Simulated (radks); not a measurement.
Problem. These are the eigenvalues of the occupied orbitals of an atom or ion with whole-number occupations (eV). Method: scalar-relativistic Kohn-Sham, LDA (Slater exchange, Perdew-Wang correlation), spin-unpolarised, spherical densities, finite nucleus; Fermi nuclear charge, rms radius of each element as measured or else 0.836 A^(1/3) + 0.57 fm; computed with a radial shooting solver on a logarithmic mesh with Libxc functionals.

| orbital | eigenvalue |
|---|---|
| 1s | -18828.28 |
| 2s | -2675.153 |
| 2p | -2395.621 |
| 3s | -484.8114 |
| 3p | -393.4440 |
| 3d | -243.6228 |
| 4s | -103.5155 |
| 4p | -78.8768 |
| 4d | -43.5931 |

Which element is it, and in what charge state? The configuration may be excited.

Solution. Z = 41, niobium, charge +4: Nb4+ in [Kr] 4d1. The list shows which subshells hold electrons but not how many an open one holds; the 1s level, -691.93 hartree, gives Z - s = 37.2 by -(Z - s)^2/2, which with screening and relativity narrows Z to a few neighbours, and the depths of the outer levels then fix element, charge and occupations together.
